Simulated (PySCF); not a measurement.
## Polarisability and C₆ of As⁺ (arsenic, charge +1)

[Ar] 3d10 4s2 4p2, high-spin 3P determinant. Calculation: PySCF 2.14, in aug-cc-pVTZ-PP with one added diffuse shell each of s, d, f type with ECP10MDF (7s5p5d3f, 68 functions); a scalar-relativistic core potential. Coupled (time-dependent) response in atomic units; α is the mean over directions.

```
method  mean α (bohr³)         α xx, yy, zz  C₆ (like pair)  S(−4)
   UHF           16.93  15.87, 17.46, 17.46           102.7  82.28
   PBE           17.07  15.50, 17.85, 17.85           102.8  88.17
  PBE0           16.83  15.47, 17.51, 17.51           101.3  83.30
  BP86           16.98  15.38, 17.78, 17.78           102.2  86.70
PBEsol           16.97  15.40, 17.76, 17.76           102.1  86.76
```

S(−4) is the Cauchy moment in α(ω) = α(0) + S(−4) ω² + …

Spin-orbit coupling is absent.

α(iu) at PBE0:

| u (hartree) | α(iu) (bohr³) |
| --- | --- |
| 0 | 16.83 |
| 0.0500 | 16.63 |
| 0.100 | 16.04 |
| 0.200 | 14.11 |
| 0.300 | 11.82 |
| 0.500 | 7.939 |
| 0.750 | 4.970 |
| 1.00 | 3.337 |
| 1.50 | 1.798 |
| 2.00 | 1.133 |
| 3.00 | 0.5794 |
| 5.00 | 0.2390 |

For an ion, C₆ is the dispersion term alone; charge-induced terms of lower order in 1/R come first.

The components differ because the open shell of this determinant is not spherical; for a pure term their mean is the scalar polarisability.

Energies and moments cover only the electrons outside the core potential.
